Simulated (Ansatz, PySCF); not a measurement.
Complex: aminoborane (SMILES BN) (first 6 atoms) with aminoborane (SMILES BN); geometry from B3LYP-D3(BJ)/def2-TZVP, rigid monomers moved along the line of their centres of mass till H5···N8 is 4.32 Å.
(charge 0, multiplicity 1):
```xyz
12

B     -0.78388     0.35518    -0.29068
N      0.43003    -0.19948     0.07792
H     -1.08857     0.40513    -1.44203
H     -1.50936     0.78107     0.56006
H      0.73146    -0.26955     1.03819
H      1.08552    -0.57989    -0.58495
B      0.34892    -0.76554     5.97410
N      0.08666     0.39718     5.26042
H     -0.36213    -1.70996     5.82026
H      1.28854    -0.79423     6.70806
H      0.62960     1.23985     5.36070
H     -0.70325     0.50693     4.64281
```

Interaction energies are E(AB) − E(A) − E(B) at the monomers' geometry in the complex; basis-set methods are counterpoise corrected.

Cores are frozen in the correlated methods.

The values were computed with Ansatz (Gaussian orbitals); PySCF for the dispersion terms. 

PBE/def2-TZVPPD gives -1.4 kJ/mol for the interaction energy.

Problem. Where do these levels fall relative to PBE: PBE-D3(BJ)/def2-TZVPPD, r2SCAN/def2-TZVPPD, B3LYP/def2-TZVPPD, wB97M-V/def2-TZVPPD, MP2/aug-cc-pVDZ, CCSD(T)/aug-cc-pVDZ.

Solution. PBE-D3(BJ)/def2-TZVPPD -0.6; r2SCAN/def2-TZVPPD 0.1; B3LYP/def2-TZVPPD 0.5; wB97M-V/def2-TZVPPD -0.4; MP2/aug-cc-pVDZ -0.3; CCSD(T)/aug-cc-pVDZ -0.3 kJ/mol. 2 of 6 lie above PBE; the widest gap is to PBE-D3(BJ)/def2-TZVPPD.

Ansatz is a program for electronic structure.
